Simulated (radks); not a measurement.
Coulomb parameter of the 5d shell of neutral iridium in the model configuration [Xe] 4f14 5d7.5 6s1.5, as a second difference U = [E(n + 0.5) + E(n - 0.5) - 2 E(n)] / (0.5)^2 with all orbitals relaxed. "Bare": the charge of the atom changes with n. "Screened": the 6s shell takes up the change at fixed total charge, which measures U(5d,5d) + U(6s,6s) - 2 U(5d,6s). Calculated with a radial shooting solver on a logarithmic mesh with Libxc functionals: Dirac Kohn-Sham, PBEsol, spin-unpolarised, spherical densities, finite nucleus; open shells are shared between the two j in proportion to 2j + 1; Fermi nuclear charge, rms radius 5.4032 fm.

case,configuration,E - E(n) (eV)
start,[Xe] 4f14 5d7.5 6s1.5,0.000
bare +0.5,[Xe] 4f14 5d8 6s1.5,-2.057
bare -0.5,[Xe] 4f14 5d7 6s1.5,4.349
screened +0.5,[Xe] 4f14 5d8 6s1,-0.052
screened -0.5,[Xe] 4f14 5d7 6s2,0.287

U(bare) = 9.167 eV, U(screened by 6s) = 0.940 eV. The step up makes a negative ion, whose loosely bound charge lowers the bare value.
